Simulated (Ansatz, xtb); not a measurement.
## A geometry optimisation of GeH6Si2+ with r2SCAN-D4/def2-SVP

The starting geometry of this gas-phase doublet has its atoms placed at random.

```xyz
9

Ge    0.7116    1.0171    0.9560
Si   -0.5910   -1.1252   -0.6673
Si    1.3919   -1.3091   -0.1782
H     0.4204    1.3205   -0.6558
H     2.0200   -0.2976    0.6113
H    -1.9438   -0.3252   -1.3370
H     0.9029    0.1732   -0.6069
H    -0.6240   -0.8605    0.5662
H     1.6094   -0.6001   -1.7186
```

Q: Guess where an optimisation with r2SCAN-D4/def2-SVP ends from this start.

A: It ends as a structure with H5 bridging Si3 and Ge1, H7 bridging Ge1 and Si2, given below by its coordinates. Distances that change by over a tenth: Si2–Si3 (2.05 → 2.32 Å), Si2–H6 (1.71 → 1.48 Å), Si2–H8 (1.26 → 1.48 Å), Si3–H5 (1.43 → 1.61 Å), Si3–H9 (1.71 → 1.49 Å). Contacts that open: Si3–H7 (1.62 → 2.96 Å). Contacts that close: Si2–H7 (1.98 → 1.62 Å).

The energy falls by 6.41 eV over 23 steps:

```tsv
step	E − E(last) (eV)
1	6.411
3	2.347
6	1.353
8	0.928
11	0.391
13	0.215
16	0.065
18	0.009
21	0.000
23	0.000
```

Final geometry (Å):

```xyz
9

Ge    0.9649    1.4194    0.5474
Si   -0.6785   -0.8453   -0.3703
Si    1.6155   -1.1986   -0.5014
H     0.9794    1.3116   -1.0448
H     2.0298   -0.0946    0.5891
H    -1.3694   -0.4328   -1.6145
H    -0.5861    0.4825    0.5504
H    -1.4117   -1.7150    0.5811
H     2.3534   -0.9340   -1.7674
```

From the same start GFN2-xTB ends elsewhere, differing in Ge1–Si3 (2.54 against 2.89 Å here), Ge1–H5 (3.36 against 1.85 Å here), Ge1–H7 (2.94 against 1.81 Å here).

From so rough a start the end depends on the optimiser's path, so another program may land elsewhere. No frequencies were run, so the end isn't proven a minimum. Open shells are spin-unrestricted. Run with Ansatz 0.2.0, 3 min on 2 threads of Arm Neoverse V2, on a shared host.
